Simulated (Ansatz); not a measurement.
Molecular dynamics of BClF$_{3}$H$_{4}$N

input.yaml

```yaml
crystal:
  periodic: [false, false, false]
  atoms:
    - { symbol: B, position_ang: [-0.242894, -1.12198, 0.007356] }
    - { symbol: Cl, position_ang: [1.974934, -0.376753, 0.832088] }
    - { symbol: F, position_ang: [0.201141, -1.970434, -0.93528] }
    - { symbol: F, position_ang: [-0.728034, -1.603264, 1.163668] }
    - { symbol: H, position_ang: [-0.01773, 1.279385, -0.056152] }
    - { symbol: "N", position_ang: [-0.795595, 0.208038, -0.454182] }
    - { symbol: H, position_ang: [1.507968, 0.948026, 0.658076] }
    - { symbol: F, position_ang: [0.701552, 2.008725, 0.315588] }
    - { symbol: H, position_ang: [-0.873304, 0.25152, -1.478907] }
    - { symbol: H, position_ang: [-1.728041, 0.37664, -0.052353] }
basis:
  gaussian: { orbitals: def2-SVP }
hamiltonian:
  xc: revpbe
md:
  timestep: 0.5
  n_steps: 200
  ensemble: nve
  temperature: 300.0
  initial_velocities: maxwell_boltzmann
  seed: 7340
```

Command:

```bash
$ ansatz run input.yaml --threads 2 --pin off --max-ram 3072MiB --backend cpu --events-out ev --progress --plain --runs-dir out
```

It starts at the highest image of a converged band, a first-order saddle point between two minima.

Output, in part (one step line in 3, the closing report, with atoms numbered from 0):

```
md step     0: t =     0.00 fs  T =   300.0 K  F+E_penalty+E_count = -22891.81373066 eV  E_kin = 0.310224 eV  conserved = -22891.50350666 eV  (29 SCF iters)
md step     3: t =     1.50 fs  T =   282.8 K  F+E_penalty+E_count = -22891.79580339 eV  E_kin = 0.292457 eV  conserved = -22891.50334647 eV  (31 SCF iters)
md step     6: t =     3.00 fs  T =   247.9 K  F+E_penalty+E_count = -22891.75953696 eV  E_kin = 0.256329 eV  conserved = -22891.50320754 eV  (30 SCF iters)
md step     9: t =     4.50 fs  T =   212.6 K  F+E_penalty+E_count = -22891.72307318 eV  E_kin = 0.219871 eV  conserved = -22891.50320228 eV  (31 SCF iters)
md step    12: t =     6.00 fs  T =   181.6 K  F+E_penalty+E_count = -22891.69083066 eV  E_kin = 0.187745 eV  conserved = -22891.50308567 eV  (30 SCF iters)
md step    15: t =     7.50 fs  T =   168.4 K  F+E_penalty+E_count = -22891.67718652 eV  E_kin = 0.174158 eV  conserved = -22891.50302841 eV  (31 SCF iters)
md step    18: t =     9.00 fs  T =   179.7 K  F+E_penalty+E_count = -22891.68898852 eV  E_kin = 0.185853 eV  conserved = -22891.50313509 eV  (28 SCF iters)
md step    21: t =    10.50 fs  T =   204.5 K  F+E_penalty+E_count = -22891.71455827 eV  E_kin = 0.211423 eV  conserved = -22891.50313569 eV  (31 SCF iters)
md step    24: t =    12.00 fs  T =   242.7 K  F+E_penalty+E_count = -22891.75400638 eV  E_kin = 0.250966 eV  conserved = -22891.50304060 eV  (31 SCF iters)
md step    27: t =    13.50 fs  T =   304.2 K  F+E_penalty+E_count = -22891.81772078 eV  E_kin = 0.314575 eV  conserved = -22891.50314529 eV  (31 SCF iters)
md step    30: t =    15.00 fs  T =   379.3 K  F+E_penalty+E_count = -22891.89561171 eV  E_kin = 0.392263 eV  conserved = -22891.50334879 eV  (30 SCF iters)
md step    33: t =    16.50 fs  T =   445.6 K  F+E_penalty+E_count = -22891.96457192 eV  E_kin = 0.460791 eV  conserved = -22891.50378108 eV  (30 SCF iters)
md step    36: t =    18.00 fs  T =   463.0 K  F+E_penalty+E_count = -22891.98278764 eV  E_kin = 0.478755 eV  conserved = -22891.50403227 eV  (30 SCF iters)
md step    39: t =    19.50 fs  T =   447.3 K  F+E_penalty+E_count = -22891.96507623 eV  E_kin = 0.462553 eV  conserved = -22891.50252366 eV  (30 SCF iters)
md step    42: t =    21.00 fs  T =   541.9 K  F+E_penalty+E_count = -22892.06413135 eV  E_kin = 0.560395 eV  conserved = -22891.50373611 eV  (31 SCF iters)
md step    45: t =    22.50 fs  T =   633.6 K  F+E_penalty+E_count = -22892.15971662 eV  E_kin = 0.655153 eV  conserved = -22891.50456369 eV  (31 SCF iters)
md step    48: t =    24.00 fs  T =   611.4 K  F+E_penalty+E_count = -22892.13586101 eV  E_kin = 0.632272 eV  conserved = -22891.50358864 eV  (30 SCF iters)
md step    51: t =    25.50 fs  T =   578.5 K  F+E_penalty+E_count = -22892.10105258 eV  E_kin = 0.598247 eV  conserved = -22891.50280593 eV  (30 SCF iters)
md step    54: t =    27.00 fs  T =   635.4 K  F+E_penalty+E_count = -22892.15997099 eV  E_kin = 0.657016 eV  conserved = -22891.50295524 eV  (30 SCF iters)
md step    57: t =    28.50 fs  T =   751.8 K  F+E_penalty+E_count = -22892.28222938 eV  E_kin = 0.777388 eV  conserved = -22891.50484165 eV  (30 SCF iters)
md step    60: t =    30.00 fs  T =   725.5 K  F+E_penalty+E_count = -22892.25506943 eV  E_kin = 0.750251 eV  conserved = -22891.50481874 eV  (29 SCF iters)
md step    63: t =    31.50 fs  T =   649.3 K  F+E_penalty+E_count = -22892.17314636 eV  E_kin = 0.671386 eV  conserved = -22891.50176081 eV  (29 SCF iters)
md step    66: t =    33.00 fs  T =   760.2 K  F+E_penalty+E_count = -22892.29173177 eV  E_kin = 0.786062 eV  conserved = -22891.50567023 eV  (28 SCF iters)
md step    69: t =    34.50 fs  T =   714.5 K  F+E_penalty+E_count = -22892.24301799 eV  E_kin = 0.738853 eV  conserved = -22891.50416478 eV  (28 SCF iters)
md step    72: t =    36.00 fs  T =   605.8 K  F+E_penalty+E_count = -22892.12904331 eV  E_kin = 0.626497 eV  conserved = -22891.50254657 eV  (30 SCF iters)
md step    75: t =    37.50 fs  T =   636.1 K  F+E_penalty+E_count = -22892.16062376 eV  E_kin = 0.657765 eV  conserved = -22891.50285905 eV  (28 SCF iters)
md step    78: t =    39.00 fs  T =   754.7 K  F+E_penalty+E_count = -22892.28596049 eV  E_kin = 0.780395 eV  conserved = -22891.50556595 eV  (27 SCF iters)
md step    81: t =    40.50 fs  T =   686.6 K  F+E_penalty+E_count = -22892.21423021 eV  E_kin = 0.709990 eV  conserved = -22891.50424062 eV  (28 SCF iters)
md step    84: t =    42.00 fs  T =   631.3 K  F+E_penalty+E_count = -22892.15544279 eV  E_kin = 0.652808 eV  conserved = -22891.50263501 eV  (28 SCF iters)
md step    87: t =    43.50 fs  T =   721.1 K  F+E_penalty+E_count = -22892.25141489 eV  E_kin = 0.745695 eV  conserved = -22891.50572014 eV  (28 SCF iters)
md step    90: t =    45.00 fs  T =   635.5 K  F+E_penalty+E_count = -22892.16080315 eV  E_kin = 0.657142 eV  conserved = -22891.50366093 eV  (27 SCF iters)
md step    93: t =    46.50 fs  T =   548.4 K  F+E_penalty+E_count = -22892.06950404 eV  E_kin = 0.567097 eV  conserved = -22891.50240726 eV  (29 SCF iters)
md step    96: t =    48.00 fs  T =   615.4 K  F+E_penalty+E_count = -22892.13978060 eV  E_kin = 0.636417 eV  conserved = -22891.50336346 eV  (29 SCF iters)
md step    99: t =    49.50 fs  T =   708.7 K  F+E_penalty+E_count = -22892.23878009 eV  E_kin = 0.732886 eV  conserved = -22891.50589439 eV  (29 SCF iters)
md step   102: t =    51.00 fs  T =   622.7 K  F+E_penalty+E_count = -22892.14631919 eV  E_kin = 0.643908 eV  conserved = -22891.50241098 eV  (28 SCF iters)
md step   105: t =    52.50 fs  T =   680.4 K  F+E_penalty+E_count = -22892.20775520 eV  E_kin = 0.703567 eV  conserved = -22891.50418840 eV  (29 SCF iters)
md step   108: t =    54.00 fs  T =   757.0 K  F+E_penalty+E_count = -22892.28817836 eV  E_kin = 0.782819 eV  conserved = -22891.50535923 eV  (28 SCF iters)
md step   111: t =    55.50 fs  T =   664.7 K  F+E_penalty+E_count = -22892.19078642 eV  E_kin = 0.687385 eV  conserved = -22891.50340122 eV  (28 SCF iters)
md step   114: t =    57.00 fs  T =   611.2 K  F+E_penalty+E_count = -22892.13463707 eV  E_kin = 0.632068 eV  conserved = -22891.50256888 eV  (29 SCF iters)
md step   117: t =    58.50 fs  T =   691.6 K  F+E_penalty+E_count = -22892.21965967 eV  E_kin = 0.715131 eV  conserved = -22891.50452830 eV  (29 SCF iters)
md step   120: t =    60.00 fs  T =   679.2 K  F+E_penalty+E_count = -22892.20809991 eV  E_kin = 0.702326 eV  conserved = -22891.50577387 eV  (28 SCF iters)
md step   123: t =    61.50 fs  T =   550.9 K  F+E_penalty+E_count = -22892.07158889 eV  E_kin = 0.569673 eV  conserved = -22891.50191577 eV  (30 SCF iters)
md step   126: t =    63.00 fs  T =   602.6 K  F+E_penalty+E_count = -22892.12871015 eV  E_kin = 0.623155 eV  conserved = -22891.50555542 eV  (29 SCF iters)
md step   129: t =    64.50 fs  T =   537.3 K  F+E_penalty+E_count = -22892.05959073 eV  E_kin = 0.555653 eV  conserved = -22891.50393745 eV  (29 SCF iters)
md step   132: t =    66.00 fs  T =   456.4 K  F+E_penalty+E_count = -22891.97452565 eV  E_kin = 0.471936 eV  conserved = -22891.50258964 eV  (30 SCF iters)
md step   135: t =    67.50 fs  T =   514.8 K  F+E_penalty+E_count = -22892.03624080 eV  E_kin = 0.532348 eV  conserved = -22891.50389299 eV  (29 SCF iters)
md step   138: t =    69.00 fs  T =   551.8 K  F+E_penalty+E_count = -22892.07644836 eV  E_kin = 0.570617 eV  conserved = -22891.50583142 eV  (29 SCF iters)
md step   141: t =    70.50 fs  T =   485.2 K  F+E_penalty+E_count = -22892.00362331 eV  E_kin = 0.501694 eV  conserved = -22891.50192961 eV  (30 SCF iters)
md step   144: t =    72.00 fs  T =   584.3 K  F+E_penalty+E_count = -22892.11041444 eV  E_kin = 0.604168 eV  conserved = -22891.50624654 eV  (28 SCF iters)
md step   147: t =    73.50 fs  T =   531.2 K  F+E_penalty+E_count = -22892.05266312 eV  E_kin = 0.549278 eV  conserved = -22891.50338551 eV  (28 SCF iters)
md step   150: t =    75.00 fs  T =   512.5 K  F+E_penalty+E_count = -22892.03301747 eV  E_kin = 0.529951 eV  conserved = -22891.50306667 eV  (28 SCF iters)
md step   153: t =    76.50 fs  T =   592.4 K  F+E_penalty+E_count = -22892.11710148 eV  E_kin = 0.612556 eV  conserved = -22891.50454571 eV  (28 SCF iters)
md step   156: t =    78.00 fs  T =   584.7 K  F+E_penalty+E_count = -22892.10986822 eV  E_kin = 0.604595 eV  conserved = -22891.50527321 eV  (28 SCF iters)
md step   159: t =    79.50 fs  T =   535.7 K  F+E_penalty+E_count = -22892.05568416 eV  E_kin = 0.553920 eV  conserved = -22891.50176432 eV  (28 SCF iters)
md step   162: t =    81.00 fs  T =   668.6 K  F+E_penalty+E_count = -22892.19840775 eV  E_kin = 0.691380 eV  conserved = -22891.50702730 eV  (29 SCF iters)
md step   165: t =    82.50 fs  T =   562.5 K  F+E_penalty+E_count = -22892.08458541 eV  E_kin = 0.581647 eV  conserved = -22891.50293817 eV  (28 SCF iters)
md step   168: t =    84.00 fs  T =   537.2 K  F+E_penalty+E_count = -22892.05820112 eV  E_kin = 0.555540 eV  conserved = -22891.50266126 eV  (28 SCF iters)
md step   171: t =    85.50 fs  T =   660.9 K  F+E_penalty+E_count = -22892.18864445 eV  E_kin = 0.683384 eV  conserved = -22891.50526073 eV  (28 SCF iters)
md step   174: t =    87.00 fs  T =   631.0 K  F+E_penalty+E_count = -22892.15765089 eV  E_kin = 0.652530 eV  conserved = -22891.50512042 eV  (27 SCF iters)
md step   177: t =    88.50 fs  T =   561.1 K  F+E_penalty+E_count = -22892.08186667 eV  E_kin = 0.580254 eV  conserved = -22891.50161227 eV  (27 SCF iters)
md step   180: t =    90.00 fs  T =   693.6 K  F+E_penalty+E_count = -22892.22423203 eV  E_kin = 0.717277 eV  conserved = -22891.50695472 eV  (29 SCF iters)
md step   183: t =    91.50 fs  T =   567.2 K  F+E_penalty+E_count = -22892.09024971 eV  E_kin = 0.586543 eV  conserved = -22891.50370714 eV  (28 SCF iters)
md step   186: t =    93.00 fs  T =   457.6 K  F+E_penalty+E_count = -22891.97509702 eV  E_kin = 0.473144 eV  conserved = -22891.50195252 eV  (28 SCF iters)
md step   189: t =    94.50 fs  T =   558.3 K  F+E_penalty+E_count = -22892.08273054 eV  E_kin = 0.577378 eV  conserved = -22891.50535244 eV  (29 SCF iters)
md step   192: t =    96.00 fs  T =   509.9 K  F+E_penalty+E_count = -22892.03266066 eV  E_kin = 0.527234 eV  conserved = -22891.50542641 eV  (27 SCF iters)
md step   195: t =    97.50 fs  T =   391.6 K  F+E_penalty+E_count = -22891.90625319 eV  E_kin = 0.404973 eV  conserved = -22891.50127991 eV  (28 SCF iters)
md step   198: t =    99.00 fs  T =   524.0 K  F+E_penalty+E_count = -22892.04809594 eV  E_kin = 0.541895 eV  conserved = -22891.50620144 eV  (28 SCF iters)
md step   200: t =   100.00 fs  T =   512.4 K  F+E_penalty+E_count = -22892.03495625 eV  E_kin = 0.529875 eV  conserved = -22891.50508124 eV  (29 SCF iters)
Total energy: -22892.03499334 eV, -841.2667692267 hartree
Atom 0 at     0.109477    -1.289890     0.141231 Å, force    -1.385719    -1.004796     0.767649 eV/Å
Atom 1 at     1.646125    -0.456037     0.821138 Å, force     0.079969    -0.188454    -0.187817 eV/Å
Atom 2 at     0.143858    -2.146858    -0.937865 Å, force     0.907861     0.776417    -0.594042 eV/Å
Atom 3 at    -0.644808    -2.000085     1.111844 Å, force     0.488275     1.338702    -0.004941 eV/Å
Atom 4 at    -0.469229     1.022305    -0.236060 Å, force     0.202374    -0.265835    -0.171861 eV/Å
Atom 5 at    -0.841319     0.064251    -0.373661 Å, force    -0.311679    -0.511172     0.074785 eV/Å
Atom 6 at     1.326982     2.040387     0.648014 Å, force    -0.004597     1.621022    -0.732646 eV/Å
Atom 7 at     1.164546     2.925886     0.248133 Å, force    -0.005280    -1.998350     0.757092 eV/Å
Atom 8 at    -1.038194    -0.110772    -1.380827 Å, force    -0.070618     0.276711     0.405071 eV/Å
Atom 9 at    -1.725734     0.008707     0.166873 Å, force     0.099414    -0.044245    -0.313290 eV/Å
Dipole moment:    -0.729575     0.510388    -0.330925 e Å
```

The run went to its last step. The conserved energy stayed within 0.36 meV per atom of its start (net change -0.16 meV per atom), so the integration is sound. The kinetic energy rose, since the run started high on the potential surface and went downhill. It ends in pieces (BClF2H3N + FH), so much of that is their flight and rotation, not heat. A run of 0.1 ps of so small a system gives no equilibrium averages. The orbitals stay closed-shell, which can raise the energy where a bond breaks towards radicals; this wasn't checked here.

Between its relaxed ends the band would form Cl2–H7, H5–F8 and break B1–Cl2, H5–N6, H7–F8. These pairs go: Cl2–H7 1.42 → 2.52 Å, H5–F8 1.09 → 2.55 Å, B1–Cl2 2.48 → 1.88 Å, H5–N6 1.38 → 1.04 Å, H7–F8 1.38 → 0.99 Å. In the last frame they stand as before the step (other bonds may differ from the relaxed reactants and products). It ends as BClF2H3N + FH. Pairs count as bonded within 1.25 times the sum of covalent radii (0.12 Å more for H–H).

Last frame:

```xyz
10
Properties=species:S:1:pos:R:3
B 0.110 -1.290 0.141
Cl 1.646 -0.456 0.821
F 0.144 -2.147 -0.938
F -0.645 -2.000 1.112
H -0.469 1.022 -0.236
N -0.841 0.064 -0.374
H 1.327 2.040 0.648
F 1.165 2.926 0.248
H -1.038 -0.111 -1.381
H -1.726 0.009 0.167
```

Time of the run: 4.7 min on 2 threads of Intel(R) Xeon(R) Platinum 8375C CPU @ 2.90GHz (Ice Lake) (shared host), peak memory 0.17 GiB.
